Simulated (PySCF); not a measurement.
VOF2, SMILES [O]=[V]([F])[F] (connectivity only; charge and spin as stated), neutral, multiplicity 2. Geometry optimised at PBE0-D3(BJ)/def2-SVP. The spin state was assumed, not searched. The isomer is the one that the SMILES or the coordinates give; other isomers of the formula were not compared.

These are PBE0-D3(BJ)/def2-SVP in PySCF values and carry that method's errors.

Harmonic wavenumbers (cm⁻¹): 89, 204, 284, 712, 823, 1168. Rotational constants (GHz): 8.014, 5.698, 3.388; symmetry number 1.

Task: Work out the zero-point energy and the ideal-gas rigid-rotor harmonic-oscillator thermochemistry at 298.15 K and 1 atm.

Result: ZPE = ½ Σ hcν = ½ × 3280 cm⁻¹ = 4.69 kcal/mol. H − E(el) = 8.28 kcal/mol. Entropy in cal/(mol K): translation 39.86, rotation 25.14, vibration 7.81, spin 1.38, total 74.19. G − E(el) = -13.84 kcal/mol. Cp = 15.09 cal/(mol K). Modes under 150 cm⁻¹ make the vibrational entropy uncertain.
